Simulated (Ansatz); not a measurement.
Stepwise reaction of `[Br][AlH][Br]` with methanol, as a gas-phase model of exchange steps in deposition or etching. ΔE in kJ/mol.

Gas-phase electronic energies from Ansatz, PBE0-D4/def2-TZVP geometries. CCSD(T)/CBS is the MP2 limit (def2-TZVPP, def2-QZVPP) plus CCSD(T) − MP2 in def2-TZVPP, frozen cores. This one scheme is used for every species. DFT in def2-TZVPP. B3LYP here is the variant with VWN-RPA as its local correlation; programs differ in this. For Br outer-core shells are correlated without core-valence functions, which leaves a few kJ/mol of doubt a bond. Scalar relativity is left out up to krypton. Each species was taken in one conformer, which may not be the lowest.

```
step                                         reaction  PBE-D4  B3LYP-D4  ωB97M-V  CCSD(T)/CBS
   1  `[Br][AlH][Br]` + CH₃OH → `C[O][AlH][Br]` + HBr    22.8      15.2     20.0         23.6
```

**Question.** Give the row of step 2, `C[O][AlH][Br]` + CH₃OH → `C[O][AlH][O]C` + HBr. (Estimate.)

**Answer.** The calculation gave: 
```json
{"step": "2", "reaction": "`C[O][AlH][Br]` + CH₃OH → `C[O][AlH][O]C` + HBr", "PBE-D4": "36.4", "B3LYP-D4": "28.7", "ωB97M-V": "35.1", "CCSD(T)/CBS": "37.6"}
```

**Question.** By hand: ΔE of the 2 steps together at CCSD(T)/CBS.

**Answer.** (23.6) + (37.6) = 61.2 kJ/mol, or 30.6 kJ/mol a step.

In ΔE each step is higher than the one before. All are uphill at CCSD(T)/CBS. PBE-D4 differs from CCSD(T)/CBS by -1.2 to -0.8 kJ/mol a step. Isolated molecules leave out the surface, adducts and barriers. Largest T1 diagnostic: 0.012.
